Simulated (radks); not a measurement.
Tl XXVI, configuration [Kr] 4d10 4f10.

Calculated with a radial shooting solver on a logarithmic mesh with Libxc functionals: non-relativistic Kohn-Sham, PBE, spin-polarised, spherical densities, point nucleus; open shells are filled with parallel spins first (spin-orbit coupling, left out, can overturn this in heavy ions); relativity is left out, which matters for an element this heavy.

Energy parts (hartree):
total: -18693.9081
kinetic: 18690.5422
electron-nucleus: -42962.3305
Hartree: 5905.8245
exchange-correlation: -327.9443

Orbitals (lengths in bohr, moments of r in powers of bohr; r(90%) holds 90 % of the orbital's charge):
1s down: occ. 1; eigenvalue (hartree) -2856.422; <r^2> 0.0004666; <1/r> 80.45; r(90%) 0.0332
1s up: occ. 1; eigenvalue (hartree) -2856.421; <r^2> 0.0004666; <1/r> 80.45; r(90%) 0.0332
2s up: occ. 1; eigenvalue (hartree) -501.9685; <r^2> 0.007242; <1/r> 18.96; r(90%) 0.120
2s down: occ. 1; eigenvalue (hartree) -501.9588; <r^2> 0.007241; <1/r> 18.96; r(90%) 0.120
2p up: occ. 3; eigenvalue (hartree) -484.1528; <r^2> 0.005337; <1/r> 19.00; r(90%) 0.107
2p down: occ. 3; eigenvalue (hartree) -484.1473; <r^2> 0.005337; <1/r> 19.00; r(90%) 0.107
3s up: occ. 1; eigenvalue (hartree) -139.0813; <r^2> 0.04448; <1/r> 7.378; r(90%) 0.288
3s down: occ. 1; eigenvalue (hartree) -138.8909; <r^2> 0.04443; <1/r> 7.384; r(90%) 0.288
3p up: occ. 3; eigenvalue (hartree) -130.6453; <r^2> 0.04087; <1/r> 7.334; r(90%) 0.280
3p down: occ. 3; eigenvalue (hartree) -130.4736; <r^2> 0.04081; <1/r> 7.340; r(90%) 0.280
3d up: occ. 5; eigenvalue (hartree) -114.9143; <r^2> 0.03137; <1/r> 7.266; r(90%) 0.253
3d down: occ. 5; eigenvalue (hartree) -114.7929; <r^2> 0.03131; <1/r> 7.272; r(90%) 0.253
4s up: occ. 1; eigenvalue (hartree) -49.50164; <r^2> 0.2003; <1/r> 3.338; r(90%) 0.600
4s down: occ. 1; eigenvalue (hartree) -49.28929; <r^2> 0.2008; <1/r> 3.332; r(90%) 0.601
4p up: occ. 3; eigenvalue (hartree) -45.78353; <r^2> 0.2024; <1/r> 3.263; r(90%) 0.608
4p down: occ. 3; eigenvalue (hartree) -45.57094; <r^2> 0.2029; <1/r> 3.257; r(90%) 0.608
4d up: occ. 5; eigenvalue (hartree) -38.94652; <r^2> 0.2035; <1/r> 3.116; r(90%) 0.620
4d down: occ. 5; eigenvalue (hartree) -38.72920; <r^2> 0.2042; <1/r> 3.109; r(90%) 0.621
4f up: occ. 7; eigenvalue (hartree) -29.77755; <r^2> 0.1943; <1/r> 2.878; r(90%) 0.628
4f down: occ. 3; eigenvalue (hartree) -29.53588; <r^2> 0.1957; <1/r> 2.871; r(90%) 0.631

The highest occupied level is 4f down at -803.71 eV. Summed over all electrons, <r^2> = 6.297 bohr^2, which gives a Langevin (diamagnetic) susceptibility term of -4.99 x 10^-6 cm^3/mol. The spin density at the nucleus is -4.191 e/bohr^3 (1s 0.015, 2s -1.182, 3s -7.649, 4s 4.625). Spin moment in Bohr magnetons: 4.
